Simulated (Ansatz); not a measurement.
Ansatz (a program for electronic structure) input (RI-MP2/def2-QZVPPD):
A basis named .json is the Basis Set Exchange file of that set.

Ansatz 0.2 input:
```yaml
crystal:
  periodic: [false, false, false]
  atoms:
    - {symbol: Fe, position_ang: [0.00000000, 0.00000000, 0.00000000]}
    - {symbol: Br, position_ang: [0.00000000, 0.00000000, 2.29219814]}
    - {symbol: Br, position_ang: [-0.00000000, -0.00000000, -2.29219814]}
basis:
  gaussian:
    orbitals: def2-QZVPPD.json
    fitting: {mean_field: def2-universal-jkfit, correlation: def2-QZVPPD-RIFIT.json}
total_charge: 1
magnetization: {spin_polarized: true, initial_magnetization: 5}
correlation: {method: mp2, electrons: outside_noble_gas}
```

End of the output:

```
integrals: 0.65 GiB planned
796 factors; integrals over basis functions are off by at most 1.3e0 eV
937 factors; integrals over basis functions are off by at most 1.3e1 eV
mean field: 1.89 GiB planned
mean field evaluation 1: about -174276.2223 eV, gradient 1.5e2 eV
mean field evaluation 2: about -173845.0591 eV, gradient 2.8e2 eV
mean field evaluation 4: about -174306.9018 eV, gradient 8.8e1 eV
mean field evaluation 8: about -174339.6639 eV, gradient 4.3e0 eV
mean field evaluation 16: about -174339.7176 eV, gradient 3.8e-2 eV
mean field evaluation 32: about -174348.4532 eV, gradient 4.9e-4 eV
mean field evaluation 64: about -174347.6951 eV, gradient 5.1e0 eV
mean field evaluation 96: about -174344.8853 eV, gradient 5.4e-2 eV
mean field evaluation 128: about -174347.7265 eV, gradient 1.5e0 eV
mean field evaluation 160: about -174345.0923 eV, gradient 1.3e0 eV
mean field evaluation 192: about -174344.9283 eV, gradient 8.4e-1 eV
mean field evaluation 224: about -174347.5807 eV, gradient 3.5e0 eV
mean field evaluation 256: about -174348.4529 eV, gradient 3.3e-1 eV
mean field evaluation 288: about -174338.9748 eV, gradient 8.4e0 eV
mean field evaluation 320: about -174337.6349 eV, gradient 1.8e1 eV
mean field evaluation 352: about -174340.3368 eV, gradient 3.9e0 eV
mean field -174348.73215883 eV, -6407.1977290218 hartree, gradient 5.5e-6 eV, S^2 8.782492; 27 other end points of the search recorded, 0 dependent functions left out
37 core orbitals not correlated
reference -174348.73215883 eV, -6407.1977290218 hartree; 13, 8 occupied and 246, 251 virtual orbitals, 937 factors
second order -14.21813375 eV of doubles, -0.00000000 eV of singles
Total energy: -174362.95029258 eV, -6407.7202357997 hartree
```

This state (charge 1, sextet) is run at the relaxed geometry of the species with charge 0 and multiplicity 5.
